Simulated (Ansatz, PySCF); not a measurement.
CH6ClFOSi2, SMILES Cl[Si@@H]([C@@H]([SiH3])O)F. Atoms are numbered in the order given.

```xyz
12

O      0.5379    -1.8593    -0.2314
C      0.8983    -0.5086    -0.5599
Si     2.3024     0.0760     0.6015
Si    -0.6112     0.6050    -0.6209
F     -1.5954     0.2121    -1.8482
Cl    -1.6404     0.2218     1.1414
H     -0.0029    -1.8317     0.5729
H      1.3156    -0.5307    -1.5841
H      2.6995     1.4818     0.2892
H      1.8060     0.0047     2.0047
H      3.4719    -0.8291     0.4383
H     -0.3210     2.0520    -0.7236
```

Coordinates come from a B3LYP-D3(BJ)/def2-SVP optimisation. The structure was generated by enumeration; whether it is a known compound was not checked. Other conformers were not sampled.

Two levels are set side by side: PBE-D3(BJ)/def2-SVP (Ansatz, a first-principles code) and B3LYP-D3(BJ)/def2-SVP (Ansatz). Each level has its own optimised geometry; the coordinates shown are those of the second. Frequencies come from the Hessian of PySCF at each geometry. Differences are taken from unrounded values.

```json
[
 {"quantity": "mean bond length (Å)", "B3LYP-D3(BJ)": "1.541"},
 {"quantity": "bond O1–C2 (Å)", "B3LYP-D3(BJ)": "1.436"},
 {"quantity": "bond C2–Si3 (Å)", "B3LYP-D3(BJ)": "1.914"},
 {"quantity": "bond C2–Si4 (Å)", "B3LYP-D3(BJ)": "1.877"},
 {"quantity": "bond Si4–F5 (Å)", "B3LYP-D3(BJ)": "1.622"},
 {"quantity": "bond Si4–Cl6 (Å)", "B3LYP-D3(BJ)": "2.076"},
 {"quantity": "bond O1–H7 (Å)", "B3LYP-D3(BJ)": "0.970"},
 {"quantity": "bond C2–H8 (Å)", "B3LYP-D3(BJ)": "1.106"},
 {"quantity": "bond Si3–H9 (Å)", "B3LYP-D3(BJ)": "1.494"},
 {"quantity": "bond Si3–H10 (Å)", "B3LYP-D3(BJ)": "1.490"},
 {"quantity": "bond Si3–H11 (Å)", "B3LYP-D3(BJ)": "1.488"},
 {"quantity": "bond Si4–H12 (Å)", "B3LYP-D3(BJ)": "1.479"},
 {"quantity": "highest harmonic wavenumber (cm⁻¹)", "B3LYP-D3(BJ)": "3764"},
 {"quantity": "mean harmonic wavenumber (cm⁻¹)", "B3LYP-D3(BJ)": "1033"},
 {"quantity": "zero-point energy (kcal/mol)", "B3LYP-D3(BJ)": "44.29"}
]
```

Task: What does PBE-D3(BJ) give, and how far is it from B3LYP-D3(BJ)? (An estimate is asked for; the answer gives what the named calculation found.)

Result: 
```json
[
 {"quantity": "mean bond length (Å)", "PBE-D3(BJ)": "1.551", "PBE-D3(BJ) minus B3LYP-D3(BJ)": "0.010"},
 {"quantity": "bond O1–C2 (Å)", "PBE-D3(BJ)": "1.437", "PBE-D3(BJ) minus B3LYP-D3(BJ)": "0.001"},
 {"quantity": "bond C2–Si3 (Å)", "PBE-D3(BJ)": "1.923", "PBE-D3(BJ) minus B3LYP-D3(BJ)": "0.010"},
 {"quantity": "bond C2–Si4 (Å)", "PBE-D3(BJ)": "1.886", "PBE-D3(BJ) minus B3LYP-D3(BJ)": "0.009"},
 {"quantity": "bond Si4–F5 (Å)", "PBE-D3(BJ)": "1.634", "PBE-D3(BJ) minus B3LYP-D3(BJ)": "0.013"},
 {"quantity": "bond Si4–Cl6 (Å)", "PBE-D3(BJ)": "2.084", "PBE-D3(BJ) minus B3LYP-D3(BJ)": "0.008"},
 {"quantity": "bond O1–H7 (Å)", "PBE-D3(BJ)": "0.980", "PBE-D3(BJ) minus B3LYP-D3(BJ)": "0.011"},
 {"quantity": "bond C2–H8 (Å)", "PBE-D3(BJ)": "1.115", "PBE-D3(BJ) minus B3LYP-D3(BJ)": "0.008"},
 {"quantity": "bond Si3–H9 (Å)", "PBE-D3(BJ)": "1.507", "PBE-D3(BJ) minus B3LYP-D3(BJ)": "0.014"},
 {"quantity": "bond Si3–H10 (Å)", "PBE-D3(BJ)": "1.503", "PBE-D3(BJ) minus B3LYP-D3(BJ)": "0.013"},
 {"quantity": "bond Si3–H11 (Å)", "PBE-D3(BJ)": "1.501", "PBE-D3(BJ) minus B3LYP-D3(BJ)": "0.013"},
 {"quantity": "bond Si4–H12 (Å)", "PBE-D3(BJ)": "1.495", "PBE-D3(BJ) minus B3LYP-D3(BJ)": "0.015"},
 {"quantity": "highest harmonic wavenumber (cm⁻¹)", "PBE-D3(BJ)": "3622", "PBE-D3(BJ) minus B3LYP-D3(BJ)": "-142"},
 {"quantity": "mean harmonic wavenumber (cm⁻¹)", "PBE-D3(BJ)": "999", "PBE-D3(BJ) minus B3LYP-D3(BJ)": "-33"},
 {"quantity": "zero-point energy (kcal/mol)", "PBE-D3(BJ)": "42.85", "PBE-D3(BJ) minus B3LYP-D3(BJ)": "-1.44"}
]
```

GGA bonds tend to be longer and softer than those of functionals with exact exchange. Differences between two approximate levels are no errors against the true value.
